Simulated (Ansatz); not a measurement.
Geometry optimisation, RKS PBE-D4/def2-SVP in Ansatz 0.2.0.

The input (input.yaml):

```yaml
crystal:
  periodic: [false, false, false]
  atoms:
    - { symbol: Mo, position_ang: [0.0, 0.0, 0.0] }
    - { symbol: F, position_ang: [0.0, 0.0, 1.77] }
    - { symbol: Cl, position_ang: [2.31, 0.0, 0.0] }
    - { symbol: F, position_ang: [0.0, 1.77, 0.0] }
    - { symbol: F, position_ang: [-1.77, 0.0, 0.0] }
    - { symbol: Cl, position_ang: [0.0, -2.31, 0.0] }
    - { symbol: Cl, position_ang: [0.0, 0.0, -2.31] }
basis:
  gaussian: { orbitals: def2-SVP }
hamiltonian:
  xc: pbe
  dispersion: d4
relax:
  f_tol: 0.02
  max_steps: 40
```

Launched with:

```bash
$ ansatz run input.yaml --threads 2 --pin off --max-ram 3072MiB --backend cpu --events-out ev --progress --plain --runs-dir out
```

Problem. Where does it end, and by what steps?

Solution. It converged. After 4 steps the energy has fallen by 0.390 eV; Mo1 moved furthest, 0.07 Å.

```tsv
step	energy less start (eV)	largest force component (eV/Å)	accepted
0	0.0000	3.150	yes
1	-0.3413	1.055	yes
2	-0.3828	0.114	yes
3	-0.3883	0.078	yes
4	-0.3897	0.002	yes
```

```xyz
7
Properties=species:S:1:pos:R:3
Mo 0.041 -0.041 -0.041
F 0.002 -0.002 1.818
Cl 2.332 0.009 0.009
F 0.002 1.818 -0.002
F -1.818 -0.002 -0.002
Cl -0.009 -2.332 0.009
Cl -0.009 0.009 -2.332
```

Whether the end is a true minimum wasn't checked by a vibrational analysis.

The run took 8.9 s on 2 threads of Intel(R) Xeon(R) 6975P-C (Granite Rapids) (shared host), peak memory 0.21 GiB.
